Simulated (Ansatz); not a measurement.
Geometry optimisation, RKS B3LYP-D4/def2-SVP in Ansatz 0.2.0.

Input:

```yaml
crystal:
  periodic: [false, false, false]
  atoms:
    - { symbol: C, position_ang: [-1.0427, -1.5388, -0.5623] }
    - { symbol: Si, position_ang: [0.4708, -0.5566, -0.2708] }
    - { symbol: "N", position_ang: [1.518, -0.8332, -1.5806] }
    - { symbol: C, position_ang: [0.3107, 1.2779, -0.0818] }
    - { symbol: Si, position_ang: [-0.6236, 1.5472, 1.5088] }
    - { symbol: H, position_ang: [-1.632, -1.0778, -1.4389] }
    - { symbol: H, position_ang: [-0.8566, -2.548, -0.7685] }
    - { symbol: H, position_ang: [-1.7237, -1.4328, 0.2823] }
    - { symbol: H, position_ang: [1.1964, -1.1067, 0.9307] }
    - { symbol: H, position_ang: [1.66951, 0.08928, -2.07391] }
    - { symbol: H, position_ang: [1.02533, -1.39133, -2.27998] }
    - { symbol: H, position_ang: [1.2205, 1.7934, -0.0658] }
    - { symbol: H, position_ang: [-0.3974, 1.6984, -0.9262] }
    - { symbol: H, position_ang: [0.1532, 1.0744, 2.6912] }
    - { symbol: H, position_ang: [-0.8452, 2.9941, 1.7264] }
    - { symbol: H, position_ang: [-1.9491, 0.9281, 1.5697] }
basis:
  gaussian: { orbitals: def2-SVP }
hamiltonian:
  xc: b3lyp
  dispersion: d4
relax:
  f_tol: 0.015
  max_steps: 40
output:
  orbitals: {}
```

Run as:

```bash
$ ansatz run input.yaml --threads 2 --pin off --max-ram 3072MiB --backend cpu --events-out ev --progress --plain --runs-dir out
```

Problem. Where does it end, and by what steps?

Solution. It converged. The force dipped under the threshold on the way, but the program's further checks kept it going. After 18 steps the energy has fallen by 0.796 eV; N3 moved furthest, 0.53 Å.

```json
{"step": "0", "energy less start (eV)": "0.0000", "largest force component (eV/Å)": "4.017", "accepted": "yes"}
{"step": "1", "energy less start (eV)": "-0.6114", "largest force component (eV/Å)": "1.148", "accepted": "yes"}
{"step": "2", "energy less start (eV)": "-0.6969", "largest force component (eV/Å)": "0.309", "accepted": "yes"}
{"step": "3", "energy less start (eV)": "-0.7293", "largest force component (eV/Å)": "0.180", "accepted": "yes"}
{"step": "4", "energy less start (eV)": "-0.6299", "largest force component (eV/Å)": "0.994", "accepted": "no"}
{"step": "5", "energy less start (eV)": "-0.7485", "largest force component (eV/Å)": "0.397", "accepted": "yes"}
{"step": "6", "energy less start (eV)": "-0.7657", "largest force component (eV/Å)": "0.164", "accepted": "yes"}
{"step": "7", "energy less start (eV)": "-0.7314", "largest force component (eV/Å)": "1.475", "accepted": "no"}
{"step": "8", "energy less start (eV)": "-0.7822", "largest force component (eV/Å)": "0.163", "accepted": "yes"}
{"step": "9", "energy less start (eV)": "-0.7947", "largest force component (eV/Å)": "0.070", "accepted": "yes"}
{"step": "10", "energy less start (eV)": "-0.7955", "largest force component (eV/Å)": "0.030", "accepted": "yes"}
{"step": "11", "energy less start (eV)": "-0.7957", "largest force component (eV/Å)": "0.019", "accepted": "yes"}
{"step": "12", "energy less start (eV)": "-0.7957", "largest force component (eV/Å)": "0.031", "accepted": "yes"}
{"step": "13", "energy less start (eV)": "-0.7959", "largest force component (eV/Å)": "0.024", "accepted": "yes"}
{"step": "14", "energy less start (eV)": "-0.7961", "largest force component (eV/Å)": "0.014", "accepted": "yes"}
{"step": "15", "energy less start (eV)": "-0.7962", "largest force component (eV/Å)": "0.023", "accepted": "yes"}
{"step": "16", "energy less start (eV)": "-0.7963", "largest force component (eV/Å)": "0.023", "accepted": "yes"}
{"step": "17", "energy less start (eV)": "-0.7964", "largest force component (eV/Å)": "0.013", "accepted": "yes"}
{"step": "18", "energy less start (eV)": "-0.7965", "largest force component (eV/Å)": "0.006", "accepted": "yes"}
```

```xyz
16
Properties=species:S:1:pos:R:3
C -1.091 -1.527 -0.448
Si 0.520 -0.559 -0.402
N 1.234 -0.645 -1.990
C 0.240 1.262 -0.001
Si -0.750 1.637 1.559
H -1.794 -1.085 -1.172
H -0.917 -2.576 -0.741
H -1.576 -1.539 0.542
H 1.372 -1.127 0.699
H 2.057 -0.081 -2.187
H 1.336 -1.557 -2.429
H 1.224 1.757 0.096
H -0.267 1.733 -0.862
H -0.143 0.969 2.749
H -0.797 3.107 1.826
H -2.155 1.148 1.421
```

The run took 84 s on 2 threads of Arm Neoverse V1 (shared host), peak memory 0.34 GiB.
